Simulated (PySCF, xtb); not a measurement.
GaI₃, SMILES [I][Ga]([I])[I].

GFN2-xTB (xtb) at its own geometry gives an orbital gap of 3.50 eV and a dipole moment of 0.00 D.

The structure is a stationary point at B3LYP-D3(BJ)/def2-SVP. The isomer is the one that the SMILES or the coordinates give; other isomers of the formula were not compared. The def2 effective core potentials stand for the cores of I; spin–orbit coupling is left out.

Question: What does PBE/def2-TZVP (PySCF) give? (Estimate from the structure and the level; the computed values follow.)

Answer: gap 3.18 eV (levels -6.65 and -3.46 eV), dipole 0.00 D.
